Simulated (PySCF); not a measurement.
A structure optimised at PBE-D3(BJ)/def2-SVP, used in a PySCF frequency run:

```
Si
N 1 1.8124
C 2 1.3001 1 100.37
H 3 1.1164 2 119.46 1 180.00
Si 3 1.9477 4 128.83 2 180.00
H 5 1.5069 3 115.94 4 64.99
H 5 1.5069 6 109.15 3 133.16
Cl 1 2.0716 2 111.38 3 -119.24
Cl 1 2.0716 2 111.38 3 119.24
```

### Question
Write its SMILES, formula and point group.

### Answer
Cl[Si]1(Cl)N=C[SiH2]1, CH3Cl2NSi2, Cs

### Question
What are its rotational constants (standard atomic weights)?

### Answer
1.7922, 1.2547, 0.95602 GHz
